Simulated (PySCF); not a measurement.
PySCF job for pyrimidine (C4H4N2), SMILES n1cnccc1, TDDFT-PBE/def2-SVPD. Geometry: PBE0-D3(BJ)/def2-SVP.

```python
import numpy as np
from pyscf import gto, scf, dft, tdscf

mol = gto.M(
    atom='''
    C    -0.00000000   -0.00000009   -1.35344432
    C    -0.00000000   -1.18266792   -0.61809411
    N    -0.00000000   -1.18941625    0.71221017
    C     0.00000000    0.00000009    1.30739077
    N     0.00000000    1.18941634    0.71221000
    C     0.00000000    1.18266783   -0.61809428
    H    -0.00000000   -0.00000018   -2.44493540
    H     0.00000001   -2.15848759   -1.11838727
    H     0.00000000    0.00000018    2.40422067
    H     0.00000000    2.15848742   -1.11838758
    ''',
    basis='def2-SVPD',
    charge=0,
    spin=0,
    symmetry=True,
    max_memory=1600,
    verbose=4,
)
mf = dft.RKS(mol, xc='pbe').density_fit(auxbasis='def2-universal-jkfit')
mf.grids.level = 3
mf.conv_tol = 1e-9
mf.max_cycle = 100
mf.kernel()
mf.grids = dft.Grids(mol).set(level=1).build(with_non0tab=True)  # coarser grid for the response kernel
td = tdscf.TDDFT(mf)
td.singlet = True
td.nstates = 10
td.conv_tol = 1e-4
td.positive_eig_threshold = 1e-6
td.kernel(x0=td.get_init_guess(mf, 15))
td.analyze()
tt = tdscf.TDA(mf)
tt.singlet = False
tt.nstates = 4
tt.conv_tol = 1e-4
tt.positive_eig_threshold = 1e-6
tt.kernel(x0=tt.get_init_guess(mf, 9))
tt.analyze(verbose=3)
```

Program output:

```
PySCF version 2.14.0

[INPUT] verbose = 4
[INPUT] num. atoms = 10
[INPUT] num. electrons = 42
[INPUT] charge = 0
[INPUT] spin (= nelec alpha-beta = 2S) = 0
[INPUT] symmetry True subgroup None
[INPUT] Mole.unit = angstrom
[INPUT] Symbol           X                Y                Z      unit          X                Y                Z       unit  Magmom
[INPUT]  1 C      0.000000000000  -0.000000090000  -1.353444320000 AA    0.000000000000  -0.000000170075  -2.557639089648 Bohr   0.0
[INPUT]  2 C      0.000000000000  -1.182667920000  -0.618094110000 AA    0.000000000000  -2.234918465109  -1.168028587107 Bohr   0.0
[INPUT]  3 N      0.000000000000  -1.189416250000   0.712210170000 AA    0.000000000000  -2.247670960607   1.345882164430 Bohr   0.0
[INPUT]  4 C      0.000000000000   0.000000090000   1.307390770000 AA    0.000000000000   0.000000170075   2.470610493084 Bohr   0.0
[INPUT]  5 N      0.000000000000   1.189416340000   0.712210000000 AA    0.000000000000   2.247671130683   1.345881843176 Bohr   0.0
[INPUT]  6 C      0.000000000000   1.182667830000  -0.618094280000 AA    0.000000000000   2.234918295034  -1.168028908360 Bohr   0.0
[INPUT]  7 H      0.000000000000  -0.000000180000  -2.444935400000 AA    0.000000000000  -0.000000340151  -4.620258298254 Bohr   0.0
[INPUT]  8 H      0.000000010000  -2.158487590000  -1.118387270000 AA    0.000000018897  -4.078950388372  -2.113445641500 Bohr   0.0
[INPUT]  9 H      0.000000000000   0.000000180000   2.404220670000 AA    0.000000000000   0.000000340151   4.543318609318 Bohr   0.0
[INPUT] 10 H      0.000000000000   2.158487420000  -1.118387580000 AA    0.000000000000   4.078950067119  -2.113446227315 Bohr   0.0

nuclear repulsion = 209.283091526947
point group symmetry = C2v
symmetry origin: [ 4.49934792e-10 -3.59947837e-09 -1.34980429e-09]
symmetry axis x: [1.00000000e+00 4.70171338e-10 2.36986874e-10]
symmetry axis y: [ 4.70171339e-10 -1.00000000e+00 -6.67719044e-09]
symmetry axis z: [-2.36986871e-10 -6.67719037e-09  1.00000000e+00]
num. orbitals of irrep A1 = 62
num. orbitals of irrep A2 = 18
num. orbitals of irrep B1 = 26
num. orbitals of irrep B2 = 46
number of shells = 64
number of NR pGTOs = 220
number of NR cGTOs = 152
basis = def2-SVPD
ecp = {}


******** <class 'pyscf.df.df_jk.DFSymAdaptedRKS'> ********
method = DFSymAdaptedRKS
initial guess = minao
damping factor = 0
level_shift factor = 0
DIIS = <class 'pyscf.scf.diis.CDIIS'>
diis_start_cycle = 1
diis_space = 8
diis_damp = 0
SCF conv_tol = 1e-09
SCF conv_tol_grad = None
SCF max_cycles = 100
direct_scf = False
XC library pyscf.dft.libxc version 7.1.2
    S. Lehtola, C. Steigemann, M. J. T. Oliveira, and M. A. L. Marques,  SoftwareX 7, 1–5 (2018)
XC functionals = pbe
    J. P. Perdew, K. Burke, and M. Ernzerhof,  Phys. Rev. Lett. 77, 3865 (1996)
    J. P. Perdew, K. Burke, and M. Ernzerhof,  Phys. Rev. Lett. 78, 1396 (1997)
    J. P. Perdew, K. Burke, and M. Ernzerhof,  Phys. Rev. Lett. 77, 3865 (1996)
    J. P. Perdew, K. Burke, and M. Ernzerhof,  Phys. Rev. Lett. 78, 1396 (1997)
radial grids:
    Treutler-Ahlrichs [JCP 102, 346 (1995); DOI:10.1063/1.469408] (M4) radial grids

becke partition: Becke, JCP 88, 2547 (1988); DOI:10.1063/1.454033
pruning grids: <function nwchem_prune>
grids dens level: 3
symmetrized grids: True
atomic radii adjust function: <function treutler_atomic_radii_adjust>
small_rho_cutoff = 0
Freeze 0 electrons in irreps []
    42 free electrons in irreps A1 A2 B1 B2
Set gradient conv threshold to 3.16228e-05
Initial guess from minao.
tot grids = 123512
init E= -264.607804716264
HOMO (B2) = -0.29180366512697  LUMO (A2) = -0.126397519434655  gap/eV = 4.50093
cycle= 1 E= -263.789085946251  delta_E= 0.819  |g|= 0.372  |ddm|= 6.56
HOMO (B2) = -0.147661164200318  LUMO (A2) = -0.042005913510132  gap/eV = 2.87503
cycle= 2 E= -263.724650848662  delta_E= 0.0644  |g|= 0.644  |ddm|= 3.89
HOMO (B2) = -0.213805052422198  LUMO (A2) = -0.0808729496101984  gap/eV = 3.61727
cycle= 3 E= -263.82293901785  delta_E= -0.0983  |g|= 0.115  |ddm|= 2.57
HOMO (B2) = -0.217439396982707  LUMO (A2) = -0.0885807271227061  gap/eV = 3.50642
cycle= 4 E= -263.825566382965  delta_E= -0.00263  |g|= 0.0437  |ddm|= 0.19
HOMO (B2) = -0.218427782867042  LUMO (A2) = -0.0867830012188116  gap/eV = 3.58224
cycle= 5 E= -263.825972008318  delta_E= -0.000406  |g|= 0.0192  |ddm|= 0.14
HOMO (B2) = -0.217019836718332  LUMO (A2) = -0.0860080823827391  gap/eV = 3.56501
cycle= 6 E= -263.826072536795  delta_E= -0.000101  |g|= 0.00608  |ddm|= 0.0486
HOMO (B2) = -0.217355777777273  LUMO (A2) = -0.0862851906183881  gap/eV = 3.56661
cycle= 7 E= -263.826082188671  delta_E= -9.65e-06  |g|= 0.000587  |ddm|= 0.0138
HOMO (B2) = -0.217367918736462  LUMO (A2) = -0.0863266244725104  gap/eV = 3.56582
cycle= 8 E= -263.826082247032  delta_E= -5.84e-08  |g|= 0.00033  |ddm|= 0.00119
HOMO (B2) = -0.217354470687249  LUMO (A2) = -0.0863101868125387  gap/eV = 3.56590
cycle= 9 E= -263.82608227395  delta_E= -2.69e-08  |g|= 1.25e-05  |ddm|= 0.000622
HOMO (B2) = -0.217353937417596  LUMO (A2) = -0.0863105074851093  gap/eV = 3.56587
cycle= 10 E= -263.826082273992  delta_E= -4.12e-11  |g|= 2.4e-06  |ddm|= 5.41e-05
HOMO (B2) = -0.217354021134649  LUMO (A2) = -0.0863106007367621  gap/eV = 3.56587
Extra cycle  E= -263.826082273992  delta_E=    0  |g|= 2.44e-06  |ddm|= 1.53e-05
converged SCF energy = -263.826082273992
tot grids = 40848
Overwritten attributes  positive_eig_threshold  of <class 'pyscf.tdscf.rks.CasidaTDDFT'>


******** <class 'pyscf.tdscf.rks.CasidaTDDFT'> for <class 'pyscf.df.df_jk.DFSymAdaptedRKS'> ********
nstates = 10 singlet
deg_eia_thresh = 1.000e-03
wfnsym = None
conv_tol = 0.0001
eigh lindep = 1e-12
eigh level_shift = 0
eigh max_cycle = 100


Excitation energies (eV)
[3.74801071 3.93908783 5.01646393 5.20936351 5.67085121 6.09629582
 6.53074902 6.91191232 6.95381746 7.24137499]

** Singlet excitation energies and oscillator strengths **
Excited State   1:   B1      3.74801 eV    330.80 nm  f=0.0034
      21 -> 22        0.70519
Excited State   2:   A2      3.93909 eV    314.75 nm  f=0.0000
      21 -> 23        0.70207
Excited State   3:   A2      5.01646 eV    247.15 nm  f=0.0000
      20 -> 22       -0.70020
Excited State   4:   B1      5.20936 eV    238.00 nm  f=0.0041
      20 -> 23        0.70458
Excited State   5:   B2      5.67085 eV    218.63 nm  f=0.0287
      18 -> 23        0.37588
      19 -> 22       -0.59805
Excited State   6:   B2      6.09630 eV    203.38 nm  f=0.0003
      21 -> 24       -0.70593
Excited State   7:   A1      6.53075 eV    189.85 nm  f=0.0384
      18 -> 22       -0.33275
      19 -> 23       -0.61136
Excited State   8:   A1      6.91191 eV    179.38 nm  f=0.0191
      21 -> 25        0.70401
Excited State   9:   B2      6.95382 eV    178.30 nm  f=0.0217
      21 -> 26        0.70672
Excited State  10:   A1      7.24137 eV    171.22 nm  f=0.0100
      18 -> 22        0.29340
      19 -> 23       -0.13447
      20 -> 24        0.62525

** Transition electric dipole moments (AU) **
state          X           Y           Z        Dip. S.      Osc.
  1        -0.1921      0.0000      0.0000      0.0369      0.0034
  2         0.0000     -0.0000     -0.0000      0.0000      0.0000
  3        -0.0000     -0.0000     -0.0000      0.0000      0.0000
  4        -0.1792     -0.0000     -0.0000      0.0321      0.0041
  5        -0.0000      0.4542     -0.0000      0.2063      0.0287
  6        -0.0000      0.0413     -0.0000      0.0017      0.0003
  7         0.0000     -0.0000      0.4898      0.2399      0.0384
  8        -0.0000      0.0000      0.3359      0.1129      0.0191
  9         0.0000     -0.3570      0.0000      0.1274      0.0217
 10         0.0000     -0.0000      0.2376      0.0564      0.0100

** Transition velocity dipole moments (imaginary part, AU) **
state          X           Y           Z        Dip. S.      Osc.
  1        -0.0322     -0.0000     -0.0000      0.0010      0.0050
  2        -0.0000      0.0000      0.0000      0.0000      0.0000
  3        -0.0000      0.0000     -0.0000      0.0000      0.0000
  4        -0.0381     -0.0000      0.0000      0.0014      0.0050
  5        -0.0000      0.0940     -0.0000      0.0088      0.0282
  6        -0.0000      0.0114     -0.0000      0.0001      0.0004
  7         0.0000     -0.0000      0.1153      0.0133      0.0369
  8         0.0000     -0.0000      0.0837      0.0070      0.0184
  9        -0.0000     -0.0923      0.0000      0.0085      0.0222
 10         0.0000     -0.0000      0.0674      0.0045      0.0114

** Transition magnetic dipole moments (imaginary part, AU) **
state          X           Y           Z
  1         0.0000      0.3396     -0.0000
  2         0.0000      0.0000      0.1164
  3        -0.0000     -0.0000     -0.8378
  4         0.0000      0.3576     -0.0000
  5        -0.3018     -0.0000      0.0000
  6         0.1407      0.0000     -0.0000
  7        -0.0000     -0.0000     -0.0000
  8         0.0000      0.0000     -0.0000
  9        -0.1448     -0.0000      0.0000
 10         0.0000     -0.0000      0.0000
Overwritten attributes  positive_eig_threshold  of <class 'pyscf.tdscf.rks.TDA'>


******** <class 'pyscf.tdscf.rks.TDA'> for <class 'pyscf.df.df_jk.DFSymAdaptedRKS'> ********
nstates = 4 triplet
deg_eia_thresh = 1.000e-03
wfnsym = None
conv_tol = 0.0001
eigh lindep = 1e-12
eigh level_shift = 0
eigh max_cycle = 100


Excitation energies (eV)
[3.30705603 3.70194924 4.50743812 4.55919848]

** Triplet excitation energies and oscillator strengths **
Excited State   1:   B1      3.30706 eV    374.91 nm  f=0.0000
Excited State   2:   A2      3.70195 eV    334.92 nm  f=0.0000
Excited State   3:   A2      4.50744 eV    275.07 nm  f=0.0000
Excited State   4:   A1      4.55920 eV    271.94 nm  f=0.0000
```

Self-consistency was reached.

Cost: about 50 core-seconds (a rough figure).
